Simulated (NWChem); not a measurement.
# Total energies of ClGa

```
Ga
Cl 1 2.2332
```
Charge 0, spin multiplicity 1.

Program: NWChem. Structure: optimised with B3LYP/def2-SVP, a minimum by its harmonic frequencies.

Basis set: def2-QZVP (145 functions).

```csv
method,total energy (Ha),relative cost
RHF,-2382.88604,1
MP2,-2383.34442,3
B2PLYP,-2384.71895,5
PBE,-2384.71654,under 3
B3LYP,-2385.26214,under 3
BHandHLYP,-2385.16632,under 3
```

Total energies of different functionals aren't comparable as a measure of quality: only differences taken within one method are. Relative cost: rough, from shared machines, SCF included, RHF = 1.

The Hamiltonian is non-relativistic. The correlated methods keep 14 core orbitals frozen. B3LYP has NWChem's definition, with VWN1-RPA local correlation. The structure started from a generated list of species.
